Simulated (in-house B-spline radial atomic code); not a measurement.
The numbers below are computed, except where a source is named.
**Li in an electron gas of r_s = 2: phase shifts, screening, friction and resistivity**

A nucleus sits in a uniform electron gas with a rigid positive background. The Kohn-Sham equations are solved self-consistently in the spin-unpolarised LDA (PW92), non-relativistic, on B-splines with outgoing waves at the boundary and partial waves to l = 8. The model has no lattice, no bands and no magnetic solution. Atomic units; δ_l are the phase shifts at the Fermi level, counted so that each bound state adds π, and good to about 0.0005.

The density parameter is r_s = 2 bohr, near that of the valence electrons of Si (4 per atom, density 2.33 g/cm³, mass 28.09 u, which gives r_s = 2.01).

```csv
l,δ_l (rad)
0,2.6628
1,0.5305
2,0.0702
3,0.0113
4,0.0023
5,0.0004
6,0.0001
7,-0.0001
8,0.0000
```

Bound levels below the band bottom (hartree): s -1.414.

(1) Check the Friedel sum rule, and say where the screening charge sits.

(2) Find the transport cross section and the electronic stopping of a 1 keV Li ion (mass 6.94 u).

(3) What residual resistivity would 1 atomic per cent of such centres give in a metal of this density?

## Answers

(1) k_F = (9π/4)^(1/3)/r_s = 0.95958. The rule is Z = (2/π) Σ (2l + 1) δ_l. The terms are s 1.695, p 1.013, d 0.223, f 0.050 and 0.016 beyond, in all 2.998 against Z = 3. Bound states hold 2 s, 0 p, 0 d electrons, so the scattering states carry 1.00 in all; where a term is smaller than its bound count, the bound level has drawn weight out of the band.

(2) σ_tr = (4π/k_F²) Σ (l + 1) sin²(δ_l − δ_(l+1)). The terms for l = 0 to 3 are 0.7165, 0.3947, 0.0104, 0.0003, all together 1.1219, so σ_tr = 13.647 × 1.1219 = 15.311 bohr². With n = 3/(4π r_s³) = 0.02984, the friction coefficient is Q = n k_F σ_tr = 0.4384. For v well below v_F = 0.960, dE/dx = Q v; with 24801 eV per u at v = 1, v = √(1000/(24801 × 6.94)) = 0.0762, so dE/dx = 0.03342 hartree/bohr = 17.2 eV/nm. The largest term couples the s and p waves.

(3) Δρ = k_F n_i σ_tr/n in atomic units of 21.74 μΩ·cm. With one host atom per 4 electrons, n_i/n = 0.01/4, so Δρ = 0.9596 × 0.00250 × 15.311 × 21.74 = 0.80 μΩ·cm. This is an atom added to the gas, as on an interstitial site.
